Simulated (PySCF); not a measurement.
B(OH)(OMe)(SiH3) (CH7BO2Si), SMILES COB(O)[SiH3].

Geometry optimised at B3LYP-D3(BJ)/def2-SVP. This is a generated structure with no PubChem entry under its InChIKey; it may be hypothetical. The values are those of a single conformer.

Two levels are set side by side: PBE/def2-TZVP (PySCF) and CAM-B3LYP/def2-TZVP (PySCF). Same geometry, gas phase. Differences are taken from unrounded values.

| quantity | CAM-B3LYP | PBE | PBE minus CAM-B3LYP |
|---|---|---|---|
| orbital gap (eV) | 10.14 | 5.43 | -4.72 |
| highest occupied level (eV) | -9.33 | -6.60 | 2.73 |
| lowest empty level (eV) | 0.81 | -1.18 | -1.99 |
| dipole moment (D) | 1.27 | 0.94 | -0.32 |
| mean polarisability (bohr³) | 62.3 | 66.1 | 3.9 |

PBE's occupied levels lie high since its potential decays too fast outside the molecule; exact exchange lowers them and widens the gap. Loosely held outer electrons make PBE densities more polarisable. Differences between two approximate levels are no errors against the true value.

Rough cost on one machine, each run with all the roots and properties that it gave: CAM-B3LYP against PBE within a factor of 2.
